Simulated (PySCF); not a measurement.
AuCl, SMILES [Au][Cl], multiplicity 1.

Geometry: PBE-D3(BJ)/def2-TZVPD. The multiplicity is an assumed one; other spin states were not compared. The def2 effective core potentials stand for the cores of Au; spin–orbit coupling is left out.

These are PBE-D3(BJ)/def2-TZVPD in PySCF values and carry that method's errors.

Frequencies are harmonic and unscaled.

```
mode  ν (cm⁻¹)  IR (km/mol)  moving atoms (share of kinetic energy)
----  --------  -----------  --------------------------------------
1          357          6.8                        Cl 85 %, Au 15 %
```
